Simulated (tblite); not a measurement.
A tight-binding relaxation on `CN[Si@@H]1[Si@H](Cl)[Si@@H](C)[Si@@H]1Cl`.

Computed with GFN2-xTB geometry optimisation, gas phase (tblite 0.8.0). Start geometry: from a force field or distance geometry. A driver script takes a list of jobs; this job's settings line and coordinates (Å) are shown.

Command:
```bash
OMP_NUM_THREADS=1 python probes_run.py task.json out
```

Input:
```
{"job": {"kind": "relax", "xc": "GFN2-xTB", "basis": "xTB"}, "charge": 0, "multiplicity": 1}
C     -3.491300    -0.261700    -0.733000
N     -2.346500    -0.764900    -0.022500
Si    -0.710500    -0.550300    -0.478400
Si     0.876700    -1.334800     0.941000
Cl     0.222200    -1.401600     2.889300
Si     2.109100     0.509200     0.490400
C      3.248000     0.252900    -0.930500
Si     0.188800     1.532900    -0.125700
Cl    -0.737100     2.514800     1.396600
H     -3.537600     0.834700    -0.707900
H     -4.419600    -0.634000    -0.265900
H     -3.508700    -0.598000    -1.773000
H     -2.467900    -0.559500     0.990800
H     -0.528800    -1.012500    -1.882300
H      1.509900    -2.626600     0.577500
H      2.801700     1.119900     1.676800
H      2.744100    -0.194200    -1.786300
H      3.684900     1.189900    -1.261500
H      4.075500    -0.409200    -0.649800
H      0.281700     2.403900    -1.325100
```

Output:
```
step      E/eV     max force
  0    -785.17077    2.382
  1    -785.37019    0.973
  2    -785.43609    0.683
  3    -785.48168    0.724
  4    -785.56198    0.602
  5    -785.60358    0.523
  6    -785.63376    0.321
  7    -785.65988    0.387
  8    -785.68422    0.399
  9    -785.71004    0.408
... (119 lines left out)
129    -785.80599    0.027
130    -785.80612    0.021
131    -785.80620    0.019
132    -785.80627    0.017
133    -785.80634    0.018
134    -785.80643    0.017
135    -785.80651    0.019
136    -785.80657    0.016
137    -785.80660    0.010
138    -785.80663    0.010
```

«max force» is the largest atomic force in eV/Å.

Task: From which step on does the largest force stay under 0.1 eV/Å, and how much energy is left to gain from there?

Result: From step 44 (0.092 eV/Å), 22.3 meV above the end.

In short: energy lowered by 14.7 kcal/mol over 138 steps; largest atomic force 0.010 eV/Å at the end.

Task: Give the final coordinates.

Result: 0.441 Å rms from the input after alignment:
```
atom  x, y, z in Å
C1    -3.6189   -0.1948   -0.4296
N2    -2.3991   -0.7869    0.0712
Si3   -0.8620   -0.5882   -0.6827
Si4    0.8568   -1.4771    0.6794
Cl5    0.1916   -1.8583    2.5893
Si6    2.0757    0.5599    0.5361
C7     3.5485    0.3477   -0.6565
Si8    0.2308    1.5432   -0.6090
Cl9   -0.8329    2.8143    0.6286
H10   -3.7312    0.8506   -0.1241
H11   -4.4822   -0.7559   -0.0690
H12   -3.6074   -0.2334   -1.5168
H13   -2.4112   -0.8432    1.0794
H14   -1.1050   -1.1176   -2.0368
H15    1.4925   -2.7510    0.3193
H16    2.6497    1.1838    1.7438
H17    3.2200   -0.0955   -1.5918
H18    4.0167    1.2977   -0.8928
H19    4.3159   -0.2980   -0.2415
H20    0.4465    2.4133   -1.7757
```

Time: 4.2 s wall. Hardware: one thread of an Arm Neoverse N1 (shared host).
Labels such as C1 count atoms from 1, the log's own numbers from 0.
